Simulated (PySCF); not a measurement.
AlGeH₅O₂S, SMILES [OH][Al]([OH])[S][GeH3]. Geometry optimised at PBE-D3(BJ)/def2-SVP. The structure was generated by enumeration; whether it is a known compound was not checked. One conformer was computed; it need not be the lowest.

Computed equilibrium geometry at PBE-D3(BJ)/def2-SVP (PySCF confirms it by a frequency run) as a Z-matrix, and its point group (one conformer of several):
point group Cs.
```
Al
O 1 1.7135
H 2 0.9696 1 123.08
O 1 1.7137 2 120.33 3 180.00
H 4 0.9694 1 123.67 2 0.00
S 1 2.1833 2 124.31 3 0.00
Ge 6 2.2651 1 97.35 2 180.00
H 7 1.5475 6 110.69 1 -61.82
H 7 1.5475 8 111.11 6 -123.40
H 7 1.5507 8 110.20 9 -122.45
```
Charge 0, spin multiplicity 1.
